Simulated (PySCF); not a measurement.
# `CC(=O)c1cpccc1C`: 4 charge schemes on one density

C8H9OP.
Structure used (GFN2-xTB), in Å, numbered top down from 1:
```xyz
19
C8H9OP angstrom
C     -2.647   -0.454   -0.389
C     -1.571    0.190    0.454
O     -1.819    1.055    1.260
C     -0.188   -0.337    0.232
C     -0.027   -1.714    0.232
P      1.459   -2.580    0.035
C      2.539   -1.239   -0.157
C      2.174    0.089   -0.126
C      0.878    0.558    0.066
C      0.633    2.035    0.070
H     -3.478    0.238   -0.503
H     -2.264   -0.753   -1.360
H     -3.019   -1.338    0.128
H     -0.907   -2.325    0.389
H      3.585   -1.477   -0.310
H      2.955    0.828   -0.255
H     -0.142    2.302   -0.647
H      0.289    2.354    1.052
H      1.543    2.577   -0.177
```

Density: PBE0/pcSseg-1 (PySCF); schemes: Mulliken, IAO, Hirshfeld and ESP-fitted. One conformer (not necessarily the lowest) at the GFN2-xTB geometry, without solvent, vibrations or thermal averaging.

Task: Give the atomic charges in each scheme.

Result: In e:

```csv
atom,environment,Mulliken,IAO,Hirshfeld,ESP-fitted
C1,methyl carbon next to a carbonyl,-0.265,-0.480,-0.125,-0.618
C2,ketone carbonyl carbon,+0.215,+0.386,+0.173,+0.798
O3,ketone oxygen,-0.346,-0.404,-0.215,-0.514
C4,substituted aromatic carbon,-0.135,-0.051,-0.011,-0.612
C5,aromatic CH carbon,-0.352,-0.374,-0.105,+0.149
P6,phosphorus bonded to 2 C,+0.478,+0.366,+0.083,-0.243
C7,aromatic CH carbon,-0.372,-0.366,-0.101,+0.169
C8,aromatic CH carbon,+0.023,-0.138,-0.043,-0.624
C9,substituted aromatic carbon,-0.344,+0.040,+0.026,+0.683
C10,benzylic-type carbon,-0.095,-0.429,-0.121,-0.655
H11,methyl hydrogen,+0.145,+0.171,+0.054,+0.169
H12,methyl hydrogen,+0.141,+0.159,+0.048,+0.161
H13,methyl hydrogen,+0.151,+0.170,+0.060,+0.172
H14,aromatic hydrogen,+0.120,+0.158,+0.043,+0.103
H15,aromatic hydrogen,+0.136,+0.166,+0.048,+0.105
H16,aromatic hydrogen,+0.090,+0.151,+0.051,+0.222
H17,methyl hydrogen,+0.133,+0.154,+0.045,+0.178
H18,methyl hydrogen,+0.161,+0.177,+0.046,+0.196
H19,methyl hydrogen,+0.115,+0.144,+0.046,+0.162
```

Mean size of the charges over all atoms: ESP-fitted 0.344 e, IAO 0.236 e, Mulliken 0.201 e, Hirshfeld 0.076 e. Each set sums to the total charge, 0, to within 0.001 e. The IAO scheme projects the occupied orbitals on a minimal set of polarised atomic orbitals and counts the electrons in each atom's part of it. The Hirshfeld scheme divides the density at each point in proportion to the densities of the neutral, spherically averaged free atoms.

Lowest charge. The schemes don't all agree: Mulliken C7 (-0.372); IAO C1 (-0.480); Hirshfeld O3 (-0.215); ESP-fitted C10 (-0.655).

Highest charge. The schemes don't all agree: Mulliken P6 (+0.478); IAO C2 (+0.386); Hirshfeld C2 (+0.173); ESP-fitted C2 (+0.798).

Task: How many electrons does the ESP-fitted scheme count on C4?

Result: Z − q = 6 − (-0.612) = 6.612.

Task: Sum the charges by element, for elements with more than one atom.

Result: 
```csv
element,atoms,Mulliken,IAO,Hirshfeld,ESP-fitted
C,8,-1.324,-1.413,-0.309,-0.709
H,9,+1.192,+1.451,+0.441,+1.466
```

Task: How closely do the schemes follow one another over all atoms?

Result: Correlation coefficient and root-mean-square difference: IAO with Hirshfeld 0.96, 0.185 e; Mulliken with IAO 0.85, 0.144 e; Mulliken with Hirshfeld 0.79, 0.170 e; Hirshfeld with ESP-fitted 0.66, 0.364 e; IAO with ESP-fitted 0.59, 0.337 e; Mulliken with ESP-fitted 0.20, 0.435 e.
